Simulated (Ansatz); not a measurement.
GeHMe2(nBu) (C₆H₁₆Ge). Charge 0, multiplicity 1. Geometry r2SCAN-D4/def2-SVP.

```xyz
23

C    -1.449   -0.070   -2.906
C    -2.580   -1.295   -0.172
C     0.349    0.024   -0.249
C     0.436    0.168    1.272
C     1.848    0.011    1.847
C     2.838    1.073    1.378
Ge   -1.482    0.123   -0.958
H    -2.088    1.498   -0.588
H    -2.466   -0.010   -3.323
H    -1.020   -1.045   -3.186
H    -0.840    0.721   -3.370
H    -3.598   -1.277   -0.591
H    -2.659   -1.179    0.920
H    -2.139   -2.283   -0.383
H     0.779   -0.944   -0.567
H     0.944    0.806   -0.754
H     0.032    1.154    1.573
H    -0.221   -0.581    1.750
H     1.785    0.035    2.950
H     2.232   -0.993    1.588
H     3.818    0.950    1.866
H     3.007    1.026    0.290
H     2.474    2.088    1.614
```

B3LYP takes the VWN-RPA correlation. Another isomer (singlet) lies 0.22 eV lower at PBE0-D4/def2-TZVP; other spin states weren't run for this one.

Task: Estimate the orbital energies around the gap (eV) in Ansatz with PBE-D4/def2-SVP, PBE-D4/def2-TZVP, r2SCAN-D4/def2-TZVP, B3LYP-D4/def2-TZVP, r2SCAN0-D4/def2-TZVP.

Result: 
```json
{"orbital": "HOMO−9", "PBE-D4/def2-SVP": "-9.42", "PBE-D4/def2-TZVP": "-9.51", "r2SCAN-D4/def2-TZVP": "-9.88", "B3LYP-D4/def2-TZVP": "-10.78", "r2SCAN0-D4/def2-TZVP": "-11.28"}
{"orbital": "HOMO−8", "PBE-D4/def2-SVP": "-9.31", "PBE-D4/def2-TZVP": "-9.41", "r2SCAN-D4/def2-TZVP": "-9.79", "B3LYP-D4/def2-TZVP": "-10.70", "r2SCAN0-D4/def2-TZVP": "-11.18"}
{"orbital": "HOMO−7", "PBE-D4/def2-SVP": "-9.15", "PBE-D4/def2-TZVP": "-9.24", "r2SCAN-D4/def2-TZVP": "-9.60", "B3LYP-D4/def2-TZVP": "-10.50", "r2SCAN0-D4/def2-TZVP": "-10.98"}
{"orbital": "HOMO−6", "PBE-D4/def2-SVP": "-8.58", "PBE-D4/def2-TZVP": "-8.65", "r2SCAN-D4/def2-TZVP": "-8.99", "B3LYP-D4/def2-TZVP": "-9.89", "r2SCAN0-D4/def2-TZVP": "-10.33"}
{"orbital": "HOMO−5", "PBE-D4/def2-SVP": "-8.24", "PBE-D4/def2-TZVP": "-8.31", "r2SCAN-D4/def2-TZVP": "-8.64", "B3LYP-D4/def2-TZVP": "-9.52", "r2SCAN0-D4/def2-TZVP": "-9.96"}
{"orbital": "HOMO−4", "PBE-D4/def2-SVP": "-7.65", "PBE-D4/def2-TZVP": "-7.72", "r2SCAN-D4/def2-TZVP": "-8.02", "B3LYP-D4/def2-TZVP": "-8.92", "r2SCAN0-D4/def2-TZVP": "-9.30"}
{"orbital": "HOMO−3", "PBE-D4/def2-SVP": "-7.57", "PBE-D4/def2-TZVP": "-7.66", "r2SCAN-D4/def2-TZVP": "-7.96", "B3LYP-D4/def2-TZVP": "-8.87", "r2SCAN0-D4/def2-TZVP": "-9.24"}
{"orbital": "HOMO−2", "PBE-D4/def2-SVP": "-7.12", "PBE-D4/def2-TZVP": "-7.20", "r2SCAN-D4/def2-TZVP": "-7.51", "B3LYP-D4/def2-TZVP": "-8.30", "r2SCAN0-D4/def2-TZVP": "-8.68"}
{"orbital": "HOMO−1", "PBE-D4/def2-SVP": "-6.93", "PBE-D4/def2-TZVP": "-6.99", "r2SCAN-D4/def2-TZVP": "-7.26", "B3LYP-D4/def2-TZVP": "-8.02", "r2SCAN0-D4/def2-TZVP": "-8.42"}
{"orbital": "HOMO", "PBE-D4/def2-SVP": "-6.47", "PBE-D4/def2-TZVP": "-6.53", "r2SCAN-D4/def2-TZVP": "-6.76", "B3LYP-D4/def2-TZVP": "-7.53", "r2SCAN0-D4/def2-TZVP": "-7.89"}
{"orbital": "LUMO", "PBE-D4/def2-SVP": "0.76", "PBE-D4/def2-TZVP": "0.24", "r2SCAN-D4/def2-TZVP": "0.92", "B3LYP-D4/def2-TZVP": "0.69", "r2SCAN0-D4/def2-TZVP": "1.47"}
{"orbital": "LUMO+1", "PBE-D4/def2-SVP": "1.07", "PBE-D4/def2-TZVP": "0.56", "r2SCAN-D4/def2-TZVP": "1.20", "B3LYP-D4/def2-TZVP": "1.03", "r2SCAN0-D4/def2-TZVP": "1.76"}
{"orbital": "LUMO+2", "PBE-D4/def2-SVP": "1.24", "PBE-D4/def2-TZVP": "0.69", "r2SCAN-D4/def2-TZVP": "1.31", "B3LYP-D4/def2-TZVP": "1.16", "r2SCAN0-D4/def2-TZVP": "1.88"}
{"orbital": "LUMO+3", "PBE-D4/def2-SVP": "1.78", "PBE-D4/def2-TZVP": "1.18", "r2SCAN-D4/def2-TZVP": "1.73", "B3LYP-D4/def2-TZVP": "1.70", "r2SCAN0-D4/def2-TZVP": "2.40"}
{"orbital": "LUMO+4", "PBE-D4/def2-SVP": "1.83", "PBE-D4/def2-TZVP": "1.30", "r2SCAN-D4/def2-TZVP": "1.96", "B3LYP-D4/def2-TZVP": "1.80", "r2SCAN0-D4/def2-TZVP": "2.55"}
{"orbital": "LUMO+5", "PBE-D4/def2-SVP": "1.94", "PBE-D4/def2-TZVP": "1.37", "r2SCAN-D4/def2-TZVP": "2.08", "B3LYP-D4/def2-TZVP": "1.86", "r2SCAN0-D4/def2-TZVP": "2.65"}
```
